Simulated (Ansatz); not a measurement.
```xyz
4

F     0.0084   -0.3862   -1.1991
H    -0.0089    0.4569   -0.8028
F     0.0063    0.3785    1.1992
H     0.0047   -0.4628    0.7941
```

Basis set: STO-3G (spherical functions). Correlated methods keep 2 orbitals frozen. Charge 0, multiplicity 1.

Computed with Ansatz (development build ahead of 0.2.0); each method stands on the lowest determinant of its kind that the runs found. Restricted open shells among the atoms or ions are ROHF, correlated in semicanonical orbitals with singles.

Give the atomization energy at this shape (free ground-state atoms in the same class of orbitals less the molecule, no zero-point energy) of singlet H₂F₂ by RHF-MP2, RHF.

```csv
method,atomization energy
RHF-MP2,725.5 kJ/mol
RHF,629.6 kJ/mol
```

This basis has no polarisation functions and is too small for such energies, which can lie far from measured ones in either direction.
